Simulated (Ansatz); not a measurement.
Cost and result for the atomization energy of CH$_{5}$B$_{2}$FO (`BB(F)OC`) (10 atoms, 9 bonds).

```xyz
10

B    -0.2226   -0.0865   -1.6207
B     0.9407    0.4154   -0.4940
F     2.0928    0.9229   -0.9429
O     0.8185    0.3528    0.8469
C    -0.3482   -0.1623    1.4480
H    -0.2489   -1.2043   -2.0499
H    -1.0588    0.6601   -2.0424
H    -1.0853   -0.4987    0.7080
H    -0.0815   -1.0110    2.0805
H    -0.8067    0.6115    2.0665
```

Charge 0, multiplicity 1. Geometry: relaxed with PBE0-D4/def2-TZVP. It is one conformer, not always the lowest. Program: Ansatz. All runs use 2 threads of an Arm Neoverse V1 on a shared host. Times are those of one run each, without the atoms' runs, and a repeat can differ threefold. Electronic energies, without spin–orbit coupling; frozen cores. CCSD(T)/CBS adds CCSD(T) − MP2 in def2-TZVPP to the MP2 limit, and its time is that of the two runs behind it. T1 = 0.013. B3LYP takes the VWN-RPA correlation (the form of Gaussian; ORCA's B3LYP/G). HSE06 is the plane-wave form, built on full-range PBE exchange.

CCSD(T)/CBS is a level of theory with its own doubt, some kJ/mol a heavy atom from the limit and from the frozen cores, so smaller differences don't rank the functionals.

```csv
level,functions,wall time
LDA (SPW92)/def2-TZVPP,225,1.5 s
BLYP-D4/def2-TZVPP,225,2.7 s
PBE-D4/def2-TZVPP (with forces),225,3.1 s
PBE0-D4/def2-TZVPP,225,3.4 s
HSE06-D4/def2-TZVPP,225,3.6 s
B3LYP-D4/def2-TZVPP (with forces),225,5.5 s
r2SCANh-D4/def2-TZVPP,225,6 s
r2SCAN-D4/def2-TZVPP (with forces),225,6.5 s
CCSD(T)/def2-SVP,95,6.5 s
B97M-V/def2-TZVPP,225,12 s
MP2/def2-QZVPP,435,28 s
CCSD(T)/def2-TZVPP,225,2.7 min
CCSD(T)/CBS(def2),–,3.1 min
```

Task: What atomization energy does each give, and how far from CCSD(T)/CBS? (An estimate is asked.)

Result: The calculation gave: 
```csv
level,atomization (kJ/mol),difference from CCSD(T)/CBS,per bond
LDA (SPW92)/def2-TZVPP,4516.5,582.8,64.8
BLYP-D4/def2-TZVPP,3955.8,22.1,2.5
PBE-D4/def2-TZVPP (with forces),4031.3,97.6,10.8
PBE0-D4/def2-TZVPP,3959.2,25.5,2.8
HSE06-D4/def2-TZVPP,3962.3,28.6,3.2
B3LYP-D4/def2-TZVPP (with forces),3959.5,25.8,2.9
r2SCANh-D4/def2-TZVPP,3949.2,15.5,1.7
r2SCAN-D4/def2-TZVPP (with forces),3975.7,42.0,4.7
CCSD(T)/def2-SVP,3780.2,-153.5,-17.1
B97M-V/def2-TZVPP,3966.0,32.3,3.6
MP2/def2-QZVPP,3991.5,57.8,6.4
CCSD(T)/def2-TZVPP,3847.8,-85.9,-9.5
CCSD(T)/CBS(def2),3933.7,0.0,0.0
```

At CCSD(T), def2-SVP lies −153.5 kJ/mol from the extrapolated value and def2-TZVPP −85.9 kJ/mol: correlation converges slowly with the basis, and small sets miss more of it in the bonded molecule than in its fragments. The D4 term adds +23.5 kJ/mol with B3LYP and +12.3 kJ/mol with PBE0; it sums over pairs of atoms, weighted by their polarisabilities, and B3LYP, whose exchange is more repulsive, gets the larger term. From BLYP to BHLYP (50 % exact exchange), in def2-TZVPP and without D4, the atomization energy moves by −88.8 kJ/mol: exact exchange takes away binding that semilocal exchange gives to molecules.
